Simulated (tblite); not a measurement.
Run record: molecular-dynamics run, `C#C/C(F)=C(/C#C)OC`.

Computed with GFN2-xTB (tblite), gas phase: Langevin dynamics at 300 K from the optimised GFN2-xTB geometry, time step 0.5 fs, friction 0.01 fs⁻¹, 2000 steps. The command runs a driver script over a list of jobs; the input below is this job's line of settings and its coordinates in Å. «temperature» is in K, «steps» counts time steps and «every» is the stride of the printed frames; «frames» go on to single points.

Command:
```bash
OMP_NUM_THREADS=1 python probes_run.py task.json out
```

Input:
```
{"job": {"kind": "md", "xc": "GFN2-xTB", "basis": "xTB", "temperature": 300, "steps": 2000, "every": 50, "frames": 5}, "charge": 0, "multiplicity": 1}
C      3.512053    -0.147342     0.254307
C      2.418659     0.350632     0.209677
C      1.162600     0.975702     0.163317
F      1.163950     2.330142     0.266858
C     -0.022079     0.332077     0.023067
C     -1.232928     1.060983    -0.013018
C     -2.265800     1.674605    -0.043408
O     -0.017390    -1.027445    -0.081283
C     -1.268517    -1.657127    -0.227356
H      4.455531    -0.604374     0.290416
H     -3.157034     2.227384    -0.067299
H     -1.052928    -2.721776    -0.293370
H     -1.916957    -1.465859     0.633347
H     -1.779839    -1.328076    -1.137421
```

Problem. What does the run print? One trajectory will do; the random numbers aren't given.

Solution. 
```
t/fs     T/K      E/eV
    0.0   232.4   -711.85761
   25.0   121.6   -711.50731
   50.0   242.3   -711.50899
   75.0   277.8   -711.59550
  100.0   226.2   -711.47800
  125.0   267.5   -711.49881
  150.0   336.7   -711.53317
  175.0   293.1   -711.51999
  200.0   248.0   -711.32443
  225.0   327.6   -711.56532
  250.0   224.7   -711.42042
  275.0   277.4   -711.37166
  300.0   260.3   -711.47592
  325.0   278.7   -711.43488
  350.0   305.9   -711.41360
  375.0   340.6   -711.38640
  400.0   395.1   -711.35439
  425.0   360.5   -711.23787
  450.0   301.7   -711.27384
  475.0   333.9   -711.21079
  500.0   321.0   -711.31627
  525.0   196.1   -711.08280
  550.0   334.5   -711.39490
  575.0   412.9   -711.52627
  600.0   321.1   -711.35278
  625.0   378.6   -711.38566
  650.0   316.6   -711.32835
  675.0   252.1   -711.23554
  700.0   342.0   -711.29961
  725.0   285.0   -711.43891
  750.0   196.0   -711.40228
  775.0   197.0   -711.47676
  800.0   309.0   -711.46163
  825.0   255.1   -711.43923
  850.0   245.4   -711.42050
  875.0   229.5   -711.49818
  900.0   346.7   -711.56579
  925.0   258.3   -711.44348
  950.0   234.4   -711.39254
  975.0   165.5   -711.49813
 1000.0   256.0   -711.62056
```

E is the potential energy; T comes from the kinetic energy over all 3N coordinates.

Problem. Sum up the printed frames.

Solution. 41 frames over 1000 fs. T runs from 122 K (25 fs) to 413 K (575 fs), with a mean of 281 K over all frames and 279 K from 500 fs on. E starts at -711.858 eV, peaks 0.775 eV above that at 525 fs, and averages 0.449 eV above it from 500 fs on.

Problem. Give the last frame.

Solution. 0.17 Å rms from the start after alignment:
```
atom  x, y, z in Å  |  force x, y, z in eV/Å
C1      3.537   -0.793   -0.508   -0.443  -0.136   0.166
C2      2.550   -0.244   -0.089    0.038   0.349   0.785
C3      1.569    0.503    0.593   -1.667  -0.940  -0.106
F4      1.761    1.830    0.798    0.288  -0.089  -0.140
C5      0.312    0.027    0.958    0.783   0.282  -0.464
C6     -0.638    1.012    1.349    0.014  -0.653  -0.031
C7     -1.590    1.722    1.537   -0.001   0.186   0.166
O8     -0.058   -1.309    0.852    1.279   1.321  -0.139
C9     -1.372   -1.621    1.142   -0.818   0.015   0.543
H10     4.237   -1.480   -0.856    0.358  -0.029  -0.317
H11    -2.330    2.431    1.774    0.060  -0.047  -0.039
H12    -1.487   -2.656    0.843   -0.100  -0.216  -0.084
H13    -1.591   -1.552    2.235    0.079   0.128  -0.585
H14    -2.081   -0.991    0.577    0.129  -0.171   0.243
```

Hardware: one thread of an Arm Neoverse V1, shared host with 32 logical CPUs at a one-minute load of 18. Cost: 12 s, 0.18 GiB resident at most.
